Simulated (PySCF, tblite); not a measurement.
Compound: CH₁₁NO₂Si₃.
Bonds: C1–N2, N2–Si3, Si3–O4, O4–Si5, Si5–O6, O6–Si7. Hydrogens: H8, H9, H10 on C1; H11 on N2; H12, H13 on Si3; H14, H15 on Si5; H16, H17, H18 on Si7.

Computed with GFN2-xTB (tblite), gas phase: Langevin dynamics at 300 K from the optimised GFN2-xTB geometry, time step 0.5 fs, friction 0.01 fs⁻¹, 2000 steps. Over the second half of the run the saved frames average 301 K.

Frame at 250 fs, instantaneous temperature 213 K:
```
atom  x, y, z in Å
C1     -2.337    0.358    0.972
N2     -2.403   -0.464   -0.139
Si3    -1.330   -1.744   -0.596
O4      0.005   -1.459    0.268
Si5     1.667   -1.301    0.456
O6      2.108   -0.007   -0.405
Si7     1.905    1.237   -1.338
H8     -3.291    0.768    1.209
H9     -1.931   -0.166    1.871
H10    -1.484    1.093    0.795
H11    -3.225   -0.328   -0.725
H12    -1.618   -3.145   -0.149
H13    -1.377   -1.516   -2.064
H14     2.256   -2.563    0.003
H15     1.835   -0.974    1.867
H16     3.300    1.512   -1.695
H17     1.093    0.812   -2.463
H18     1.438    2.519   -0.812
```

Frame at 425 fs, instantaneous temperature 298 K:
```
atom  x, y, z in Å
C1     -1.776   -0.189    1.585
N2     -1.879   -0.826    0.327
Si3    -0.964   -2.038   -0.497
O4      0.642   -1.849   -0.385
Si5     2.030   -1.315    0.245
O6      2.366    0.174   -0.307
Si7     1.815    1.314   -1.221
H8     -1.198   -0.846    2.288
H9     -1.280    0.788    1.527
H10    -2.786    0.056    1.946
H11    -2.423   -0.265   -0.268
H12    -1.068   -3.270    0.231
H13    -1.608   -1.954   -1.747
H14     3.079   -2.241   -0.085
H15     1.770   -0.952    1.680
H16     2.733    2.419   -0.822
H17     1.688    0.790   -2.604
H18     0.461    1.817   -0.909
```

Frame at 625 fs, instantaneous temperature 365 K:
```
atom  x, y, z in Å
C1     -1.451   -0.521    1.508
N2     -1.683   -1.005    0.149
Si3    -0.782   -2.347   -0.367
O4      0.714   -2.012   -0.013
Si5     2.051   -1.131    0.325
O6      1.795    0.262   -0.329
Si7     1.539    1.638   -1.238
H8     -0.402   -0.583    1.702
H9     -1.775    0.530    1.449
H10    -2.059   -0.978    2.282
H11    -2.560   -0.691   -0.217
H12    -1.124   -3.574    0.386
H13    -1.130   -2.620   -1.780
H14     3.106   -1.718   -0.553
H15     2.282   -1.125    1.664
H16     1.177    1.290   -2.626
H17     0.235    2.238   -0.743
H18     2.756    2.474   -1.335
```

Frame at 800 fs, instantaneous temperature 344 K:
```
atom  x, y, z in Å
C1     -2.232   -0.093    1.046
N2     -1.776   -0.847   -0.121
Si3    -0.853   -2.236   -0.372
O4      0.747   -2.103   -0.165
Si5     2.241   -1.513    0.085
O6      2.434    0.008   -0.425
Si7     1.747    1.446   -0.755
H8     -1.523   -0.292    1.822
H9     -2.270    1.040    0.886
H10    -3.301   -0.337    1.361
H11    -2.177   -0.390   -0.942
H12    -1.112   -3.400    0.516
H13    -1.173   -2.734   -1.727
H14     3.022   -2.299   -0.881
H15     2.520   -1.522    1.505
H16     0.642    1.560    0.227
H17     2.791    2.400   -0.663
H18     1.052    1.469   -2.055
```

Frame at 1000 fs, instantaneous temperature 264 K:
```
atom  x, y, z in Å
C1     -2.559   -0.389    0.873
N2     -1.205   -0.645    0.407
Si3    -0.703   -2.080   -0.391
O4      0.903   -2.158   -0.577
Si5     2.186   -1.533    0.201
O6      2.047    0.051   -0.187
Si7     1.856    1.112   -1.379
H8     -3.120   -1.136    0.337
H9     -2.741   -0.520    1.923
H10    -2.957    0.577    0.565
H11    -0.529    0.072    0.603
H12    -0.980   -3.148    0.528
H13    -1.295   -2.168   -1.683
H14     3.226   -2.146   -0.507
H15     2.015   -1.457    1.661
H16     0.926    2.046   -0.622
H17     3.167    1.774   -1.585
H18     1.179    0.583   -2.611
```

**Question.** What do single points at PBE0/pcSseg-1 (PySCF, gas phase) give on these frames?

**Answer.** 
| t (fs) | GFN2-xTB E above start (eV) | DFT E above lowest frame (eV) | HOMO (eV) | LUMO (eV) | dipole (D) |
| --- | --- | --- | --- | --- | --- |
| 250 | 0.69 | 0.43 | -6.24 | 0.21 | 0.51 |
| 425 | 0.57 | 0.33 | -6.74 | 0.25 | 0.77 |
| 625 | 0.71 | 0.34 | -6.62 | 0.27 | 2.18 |
| 800 | 0.46 | 0.00 | -7.17 | 0.32 | 2.44 |
| 1000 | 0.42 | 0.45 | -6.51 | 0.15 | 0.43 |

The two levels order the frames differently by energy; measured from each level's lowest frame they differ by 0.45 eV at most. The HOMO–LUMO gap runs from 6.45 to 7.49 eV. These are instantaneous structures, not minima.

**Question.** And the isotropic GIAO shieldings (ppm) from the same runs?

**Answer.** 
| atom | 250 fs | 425 fs | 625 fs | 800 fs | 1000 fs | mean | range |
| --- | --- | --- | --- | --- | --- | --- | --- |
| C1 | 156.9 | 152.3 | 157.7 | 149.3 | 162.1 | 155.7 | 12.8 |
| N2 | 242.0 | 223.3 | 239.2 | 225.9 | 258.9 | 237.9 | 35.6 |
| Si3 | 388.1 | 394.9 | 401.3 | 406.1 | 381.8 | 394.4 | 24.3 |
| O4 | 258.6 | 240.6 | 262.6 | 233.4 | 258.1 | 250.7 | 29.2 |
| Si5 | 392.2 | 395.5 | 398.1 | 397.0 | 382.5 | 393.1 | 15.6 |
| O6 | 292.6 | 287.1 | 299.1 | 292.7 | 278.3 | 290.0 | 20.8 |
| Si7 | 400.1 | 400.7 | 395.1 | 394.9 | 394.5 | 397.1 | 6.2 |
| H8 | 29.2 | 28.1 | 29.3 | 28.8 | 29.6 | 29.0 | 1.5 |
| H9 | 27.9 | 28.4 | 28.3 | 27.7 | 29.6 | 28.4 | 1.9 |
| H10 | 27.1 | 28.4 | 29.2 | 27.5 | 29.1 | 28.3 | 2.1 |
| H11 | 31.6 | 31.5 | 31.2 | 29.8 | 31.8 | 31.2 | 2.0 |
| H12 | 25.8 | 27.0 | 26.5 | 26.4 | 26.6 | 26.5 | 1.2 |
| H13 | 26.0 | 27.7 | 26.5 | 26.8 | 26.9 | 26.8 | 1.7 |
| H14 | 26.3 | 26.9 | 26.4 | 26.5 | 27.3 | 26.7 | 1.0 |
| H15 | 26.6 | 26.1 | 27.8 | 26.7 | 26.3 | 26.7 | 1.7 |
| H16 | 26.5 | 26.0 | 26.3 | 26.3 | 25.8 | 26.2 | 0.7 |

The cost below is that of the whole dynamics run. The run took 19 s on Intel Xeon Platinum 8488C, one thread (shared host), and the process peaked at 0.19 GiB of memory.
